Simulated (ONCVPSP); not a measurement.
Pseudopotential generation for silicon: ONCV, PBE, scalar-relativistic.

ONCVPSP 4.0.1 was run on this input:

```
# ATOM AND REFERENCE CONFIGURATION
# atsym  z   nc   nv     iexc    psfile
  Si 14.00    1    4        4      upf
#
#   n    l    f
    1    0    2.00
    2    0    2.00
    2    1    6.00
    3    0    2.00
    3    1    2.00
#
# PSEUDOPOTENTIAL AND OPTIMIZATION
# lmax
    2
#
#   l,   rc,      ep,       ncon, nbas, qcut
    0    0.85    0.00    4    7   17.90
    1    0.90    0.00    4    9   19.40
    2    0.85    0.31    5    8   10.20
#
# LOCAL POTENTIAL
# lloc, lpopt,  rc(5),   dvloc0
    2    5    0.85    0.00
#
# VANDERBILT-KLEINMAN-BYLANDER PROJECTORs
# l, nproj, debl
    0    2    3.10
    1    2    2.40
    2    0    2.70
#
# MODEL CORE CHARGE
# icmod, fcfact, rcfact
    3    5.75    1.05
#
# LOG DERIVATIVE ANALYSIS
# epsh1, epsh2, depsh
   -7.00    5.00    0.04
#
# OUTPUT GRID
# rlmax, drl
    6.00    0.01
#
# TEST CONFIGURATIONS
# ncnf
    4
# nvcnf
#   n    l    f
    4
    2    0    2.00
    2    1    6.00
    3    0    2.00
    3    1    1.00
#
    4
    2    0    2.00
    2    1    6.00
    3    0    2.00
    3    1    0.00
#
    4
    2    0    2.00
    2    1    6.00
    3    0    1.00
    3    1    0.00
#
    4
    2    0    2.00
    2    1    6.00
    3    0    0.00
    3    1    0.00
#
```

Command:

```bash
oncvpsp.x < Si.dat > Si.out
```

Resulting log (shortened: citation, most of the input echo, consistency checks and plot data are left out):

```
ONCVPSP  (Optimized Norm-Conservinng Vanderbilt PSeudopotential)
scalar-relativistic version 4.0.1

#   n    l    f        energy (Ha)
    1    0    2.00    -6.5631993E+01
    2    0    2.00    -5.1265474E+00
    2    1    6.00    -3.5117357E+00
    3    0    2.00    -3.9736459E-01
    3    1    2.00    -1.4998149E-01

Reference configufation results
  iterations    26
  all-electron total energy (Ha)   -2.89836820D+02

Begin loop to  construct optimized pseudo wave functions
and semi-local pseudopoentials for all angular momenta

Calculating optimized projector #   1

 for l=   0

    Fraction of norm inside rc  0.875920
    Optimizing pswf for qcut=  17.90 a_B^-1,  ecut= 160.13 Ha
    Residual kinetic energy error=  5.83D-08 Ha

    Energy error per electron        Cutoff
         Ha          eV             Ha
         0.01000     0.27211       57.96
         0.00100     0.02721       85.16
         0.00010     0.00272      105.61
         0.00001     0.00027      123.55

Calculating optimized projector #   2

 for l=   0

    Fraction of norm inside rc  0.036431
    Optimizing pswf for qcut=  17.90 a_B^-1,  ecut= 160.13 Ha
    Residual kinetic energy error=  7.90D-09 Ha

    Energy error per electron        Cutoff
         Ha          eV             Ha
         0.01000     0.27211       18.23
         0.00100     0.02721       65.39
         0.00010     0.00272       91.80
         0.00001     0.00027      110.94

Calculating optimized projector #   1

 for l=   1

    Fraction of norm inside rc  0.900395
    Optimizing pswf for qcut=  19.40 a_B^-1,  ecut= 188.25 Ha
    Residual kinetic energy error=  6.08D-09 Ha

    Energy error per electron        Cutoff
         Ha          eV             Ha
         0.01000     0.27211       99.35
         0.00100     0.02721      121.50
         0.00010     0.00272      139.87
         0.00001     0.00027      155.15

Calculating optimized projector #   2

 for l=   1

    Fraction of norm inside rc  0.024255
    Optimizing pswf for qcut=  19.40 a_B^-1,  ecut= 188.25 Ha
    Residual kinetic energy error=  6.52D-09 Ha

    Energy error per electron        Cutoff
         Ha          eV             Ha
         0.01000     0.27211       70.64
         0.00100     0.02721       99.59
         0.00010     0.00272      124.29
         0.00001     0.00027      145.37

   Wellstate for l =  2  n =  3
     eigenvalue =   0.3100
     asymptotic potential =   0.8100
     half-point radius =  4.5154

Calculating optimized projector #   1

 for l=   2

    Fraction of norm inside rc  0.010710
    Optimizing pswf for qcut=  10.18 a_B^-1,  ecut=  51.79 Ha
    Residual kinetic energy error=  1.64D-04 Ha

    Energy error per electron        Cutoff
         Ha          eV             Ha
         0.01000     0.27211       13.23
         0.00100     0.02721       32.84
         0.00010     0.00272       57.30
         0.00001     0.00027      231.39

Construct Vanderbilt / Kleinmman-Bylander projectors

B matrix Hermiticity error, ll=   0
   1   2    5.1888E-04

  Orthonormal projector coefficients  3.2416E+01  6.5526E+00

B matrix Hermiticity error, ll=   1
   1   2    2.5377E-04

  Orthonormal projector coefficients -1.5357E+01 -4.7233E+00

Model core correction analysis
  based on d2Exc/dn_idn_j

d2excae - all-electron derivatives

   -8.406219D-02   -7.550583D-02   -4.660926D-03   -2.231667D-03
   -7.550721D-02   -8.178019D-02   -4.943274D-03   -3.008819D-03
   -4.660509D-03   -4.942976D-03   -3.640456D-02   -2.812840D-02
   -2.231689D-03   -3.008900D-03   -2.812867D-02   -2.725833D-02

d2excps - pseudofunction derivatives with no core correction

   -8.224262D-02   -7.954649D-02   -4.726462D-03   -2.571833D-03
   -7.954772D-02   -8.294502D-02   -5.150069D-03   -3.049402D-03
   -4.725797D-03   -5.149788D-03   -3.641652D-02   -2.814811D-02
   -2.571908D-03   -3.049522D-03   -2.814838D-02   -2.726018D-02

rms 2nd derivative error    1.533993E-03

rmatch, rhocmatch    0.1876  123.3117

Teter function model core charge with specified parameters

d2excps - pseudofunction derivatives with core correction

   -7.895574D-02   -7.976439D-02   -4.438171D-03   -2.574443D-03
   -7.976427D-02   -8.371491D-02   -5.163694D-03   -3.085949D-03
   -4.437678D-03   -5.163422D-03   -3.639128D-02   -2.814806D-02
   -2.574447D-03   -3.086070D-03   -2.814833D-02   -2.726187D-02

rms 2nd derivative error    2.039011E-03

Pseudoatom total energy -100.927978

Diagnostic tests using Vanderbilt-Kleinman-Bylander pseudopotentials
  1 or more projectors used as specified by nproj input data

   l    rcore       rmatch      e in        delta e   norm test  slope test

   0   0.8519998   0.8778683  -5.1265474  -0.0000048   1.0001766   1.0001850
   0   0.8519998   0.8778683  -0.3973646   0.0000177   1.0000920   1.0000790

   1   0.9045223   0.9319856  -3.5117357  -0.0000260   1.0001756   1.0001968
   1   0.9045223   0.9319856  -0.1499815   0.0000121   1.0000934   1.0000912

   2   0.8519998   0.8778683   0.3100000   0.0000514   1.0000026   1.0000026

 Testing for bound ghosts
   n   l    E NL Schr. Eq   E Basis Diag.   E Cutoff

   1   0       -5.126552       -5.125697    260.26
   2   0       -0.397347        0.112210    260.26

   2   1       -3.511762       -3.511526    483.75
   3   1       -0.149969        0.404613    483.75

 Testing for highly-localized positive-energy ghosts
       l    <radius>/rc     E Basis Diag.   E Cutoff

Test configuration 0

   n   l     f        eae           eps        diff
   1   0  2.0000  -65.63199305
   2   0  2.0000   -5.12654738   -5.12655222   -4.85D-06
   2   1  6.0000   -3.51173570   -3.51176173   -2.60D-05
   3   0  2.0000   -0.39736459   -0.39734687    1.77D-05
   3   1  2.0000   -0.14998149   -0.14996940    1.21D-05

    Total energies and differences
      AE_ref= -2.89836820D+02  AE_tst= -2.89836820D+02  dif=  0.00D+00
      PS_ref= -1.00927978D+02  PS_tst= -1.00927978D+02  dif=  1.28D-13
      PSP excitation error= -1.28D-13

Test configuration 1

   n   l     f        eae           eps        diff
   1   0  2.0000  -65.98789348
   2   0  2.0000   -5.47570426   -5.47565462    4.96D-05
   2   1  6.0000   -3.86146401   -3.86098912    4.75D-04
   3   0  2.0000   -0.69950321   -0.69947904    2.42D-05
   3   1  1.0000   -0.42834919   -0.42830695    4.22D-05

    Total energies and differences
      AE_ref= -2.89836820D+02  AE_tst= -2.89552380D+02  dif=  2.84D-01
      PS_ref= -1.00927978D+02  PS_tst= -1.00643549D+02  dif=  2.84D-01
      PSP excitation error=  1.05D-05

Test configuration 2

   n   l     f        eae           eps        diff
   1   0  2.0000  -66.43699071
   2   0  2.0000   -5.90942986   -5.90934351    8.64D-05
   2   1  6.0000   -4.29635628   -4.29492890    1.43D-03
   3   0  2.0000   -1.04868596   -1.04863762    4.83D-05

    Total energies and differences
      AE_ref= -2.89836820D+02  AE_tst= -2.88964655D+02  dif=  8.72D-01
      PS_ref= -1.00927978D+02  PS_tst= -1.00055877D+02  dif=  8.72D-01
      PSP excitation error=  6.40D-05

Test configuration 3

   n   l     f        eae           eps        diff
   1   0  2.0000  -67.01663042
   2   0  2.0000   -6.46352154   -6.46440333   -8.82D-04
   2   1  6.0000   -4.85157200   -4.85030273    1.27D-03
   3   0  1.0000   -1.45115744   -1.45118470   -2.73D-05

    Total energies and differences
      AE_ref= -2.89836820D+02  AE_tst= -2.87716225D+02  dif=  2.12D+00
      PS_ref= -1.00927978D+02  PS_tst= -9.88074230D+01  dif=  2.12D+00
      PSP excitation error=  3.99D-05

Test configuration 4

psatom: WARNING lschvkbb convergence error n,l,iter=   3   1   4
ea(ii),et,emin,emax -1.629579E-01 -1.792537E-01 -1.792537E-01 -1.792537E-01
run_config: WARNING for fully non-local PS atom, stg. 1
 WARNING no output for configuration 5
```

The run took about 3 s on one core of a shared server CPU.
